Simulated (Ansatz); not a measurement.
Cartesian coordinates in Å:
```
C 0.1434 0.9085 -1.5012
Mo -0.1894 -0.2084 0.2694
N -0.7063 -1.7643 -0.2851
N -1.3861 0.6918 1.1371
N 1.4639 -0.3328 1.2747
H 0.9042 0.4065 -2.1043
H -0.7734 0.9940 -2.0870
H 0.4879 1.9107 -1.2333
H -1.3655 -2.5244 -0.3812
H -2.2931 0.8299 1.5610
H 2.0504 -1.1544 1.2708
H 1.6641 0.2432 2.0791
```

The species carries charge 0 and has multiplicity 1. Mo takes the def2 core potential.

Task: List the B3LYP/def2-TZVPP orbital energies in eV (the Gaussian-basis code of Ansatz). (Best estimate.)

Result: Computed: Occupied: -389.46, -389.20, -389.20, -276.02, -71.27, -44.41, -44.12, -43.78, -22.84, -21.14, -20.91, -18.15, -13.62, -12.71, -12.04, -11.38, -10.82, -10.74, -8.77, -8.55, -8.39, -7.52, -7.32, -7.18. Lowest empty: -1.39, -0.96, -0.17, 0.05, 0.25, 0.36, 0.99, 1.03.

B3LYP here is the variant with VWN-RPA as its local correlation; programs differ in this.
